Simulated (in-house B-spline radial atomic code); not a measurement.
**Binding energies in S3+**

NIST's tabulated ground configuration is [Ne] 3s2 3p1; each binding energy is the energy of the ion with one electron taken from that subshell, relaxed, less that of the parent. Method: Dirac-Hartree-Fock, average of configuration, Fermi nucleus of rms radius 3.2611 fm. Calculated with a radial B-spline atomic code at the basis-set limit. Energies include first-order Breit, QED and recoil terms.

```
subshell  X-ray name  binding energy (eV)  -ε (eV)  relaxation (eV)
      1s           K               2528.3   2555.4             24.8
      2s          L1                283.3    288.2              4.8
      3s          M1                57.28    57.66             0.37
      3p        M2,3                46.46    46.71             0.25
```

Relaxation = -ε minus the binding energy without Breit, QED and recoil terms.

(1) What does it cost to remove both a 3s and a 3p electron?

(2) What does it cost to remove both a 1s and a 3p electron?

## Answers

(1) 117.26 eV, which is 13.52 eV more than the two single binding energies together.

(2) 2595.1 eV, which is 20.37 eV more than the two single binding energies together.
